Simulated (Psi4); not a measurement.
Cl₆Si₂, charge -1, doublet, geometry from GFN2-xTB (a state made from the parent by changing its charge; the spin is typed, not shown lowest) (a gas-phase anion, which may not be bound at this level). Base run: MP2/6-31G* run with Psi4.

The Psi4 input:
```
memory 2 GB

molecule mol {
-1 2
  Cl    2.098559   -0.244712   -1.479515
  Si    1.101280    0.216462    0.300908
  Cl    2.631995    1.524427    1.120742
  Cl    1.515493   -1.437916    1.512771
  Si   -1.101280   -0.216462   -0.300908
  Cl   -1.515493    1.437916   -1.512771
  Cl   -2.631995   -1.524427   -1.120742
  Cl   -2.098559    0.244712    1.479515
}

set basis 6-31g*
set reference uhf
set freeze_core true

energy('mp2')
print_variables()
```

Variants of this job, named by their change:

```json
[
 {"change": "base", "basis functions": "152", "E (Eh)": "-3335.98397", "MP2 correlation (Eh)": "-0.93055", "core-seconds (rough)": "20"},
 {"change": "basis = 6-31G", "basis functions": "104", "E (Eh)": "-3335.15222", "MP2 correlation (Eh)": "-0.33285", "core-seconds (rough)": "10"},
 {"change": "basis = 3-21G", "basis functions": "104", "E (Eh)": "[?]", "MP2 correlation (Eh)": "[?]", "core-seconds (rough)": "10"},
 {"change": "basis = cc-pVDZ", "basis functions": "144", "E (Eh)": "[?]", "MP2 correlation (Eh)": "[?]", "core-seconds (rough)": "20"},
 {"change": "basis = def2-SV(P)", "basis functions": "144", "E (Eh)": "-3335.10005", "MP2 correlation (Eh)": "-0.96576", "core-seconds (rough)": "20"},
 {"change": "basis = def2-SVP", "basis functions": "144", "E (Eh)": "-3335.10005", "MP2 correlation (Eh)": "-0.96576", "core-seconds (rough)": "20"},
 {"change": "basis = 6-31G**", "basis functions": "152", "E (Eh)": "-3335.98397", "MP2 correlation (Eh)": "-0.93055", "core-seconds (rough)": "20"},
 {"change": "basis = 6-31+G*", "basis functions": "[?]", "E (Eh)": "[?]", "MP2 correlation (Eh)": "[?]", "core-seconds (rough)": "30"},
 {"change": "basis = def2-SVPD", "basis functions": "210", "E (Eh)": "-3335.26205", "MP2 correlation (Eh)": "-1.06917", "core-seconds (rough)": "30"},
 {"change": "basis = aug-cc-pVDZ", "basis functions": "216", "E (Eh)": "-3336.31772", "MP2 correlation (Eh)": "-1.07572", "core-seconds (rough)": "40"},
 {"change": "basis = 6-311++G**", "basis functions": "[?]", "E (Eh)": "[?]", "MP2 correlation (Eh)": "[?]", "core-seconds (rough)": "50"},
 {"change": "basis = pcseg-2", "basis functions": "272", "E (Eh)": "-3336.57445", "MP2 correlation (Eh)": "-1.27901", "core-seconds (rough)": "50"},
 {"change": "basis = 6-311+G(2d,p)", "basis functions": "280", "E (Eh)": "-3336.41603", "MP2 correlation (Eh)": "-1.13408", "core-seconds (rough)": "70"}
]
```

Task: Some entries are withheld; supply them.

Result: 
- basis = 3-21G, E (Eh): -3319.24803
- basis = 3-21G, MP2 correlation (Eh): -0.35669
- basis = cc-pVDZ, E (Eh): -3336.19847
- basis = cc-pVDZ, MP2 correlation (Eh): -0.98054
- basis = 6-31+G*, basis functions: 184
- basis = 6-31+G*, E (Eh): -3336.00811
- basis = 6-31+G*, MP2 correlation (Eh): -0.94872
- basis = 6-311++G**, basis functions: 240
- basis = 6-311++G**, E (Eh): -3336.24682
- basis = 6-311++G**, MP2 correlation (Eh): -0.99426

Totals compare only among sets that treat the same electrons; sets with core potentials leave the core out.

Open shells are given as the SCF converged; they aren't shown to be the lowest states, and a large step between rows can be another state.

A gas-phase anion may not be bound at this level; its values then depend on the basis.
